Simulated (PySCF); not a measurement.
Se₂: one state, many levels of theory

State: ³Σg⁻ (triplet), unpaired electrons π ↑↑. Set-up: PySCF, no relativity, basis sets Se def2-TZVPP. De refers to Se + Se in their high-spin ground configurations, without counterpoise correction. The functionals are run spin-unrestricted.

| Level | Re (Å) | ωe (cm⁻¹) | De (eV) |
| --- | --- | --- | --- |
| UHF | 2.138 | 441 | 1.41 |
| UHF-MP2 | 2.170 | 393 | 3.56 |
| UHF-SCS-MP2 | 2.166 | 401 | 3.29 |
| UHF-CCSD | 2.165 | 407 | 3.11 |
| UHF-CCSD(T) | 2.178 | 392 | 3.38 |
| PBE | 2.195 | 375 | 4.11 |
| PW91 | 2.195 | 375 | 4.14 |
| BP86 | 2.199 | 372 | 4.09 |
| r²SCAN | 2.173 | 393 | 3.91 |
| PBE0 | 2.163 | 404 | 3.72 |
| BHandHLYP | 2.156 | 413 | 3.18 |
| ωB97M-V | 2.153 | 419 | 3.42 |
| B2PLYP | 2.184 | 382 | 3.61 |

**Question.** Which functional lies closest to UHF-CCSD(T) in De, which farthest, and by how much do they differ from it?

**Answer.** Closest is ωB97M-V (-2.5 pm in Re, +6.9 % in ωe, +0.04 eV in De against UHF-CCSD(T) in the same basis), farthest PW91 (+1.7 pm in Re, -4.3 % in ωe, +0.76 eV in De). CCSD(T) converges more slowly with the basis than the functionals do and binds too weakly in this one, so the order can change at the basis-set limit.

**Question.** What does the step from GGA to meta-GGA do here, going from PBE to r²SCAN?

**Answer.** r²SCAN less PBE: -2.2 pm in Re, +4.8 % in ωe, -0.20 eV in De. 

**Question.** What does the triples do here, going from UHF-CCSD to UHF-CCSD(T)?

**Answer.** UHF-CCSD(T) less UHF-CCSD: +1.3 pm in Re, -3.7 % in ωe, +0.27 eV in De. Correlation nearly always deepens the well. The bond lengthens, as in strong covalent bonds, where excitations into antibonding orbitals dominate.

Correlated steps freeze 18 core orbitals. Spin–orbit coupling is left out. B2PLYP dipoles, levels and charges come from its SCF part alone. The state was picked by a PBE0 search and need not be the measured ground state.

The whole job (state search and all levels along the bond) took about 23 min on 2 threads of Arm Neoverse V1 (shared host), peak memory 3.1 GiB.
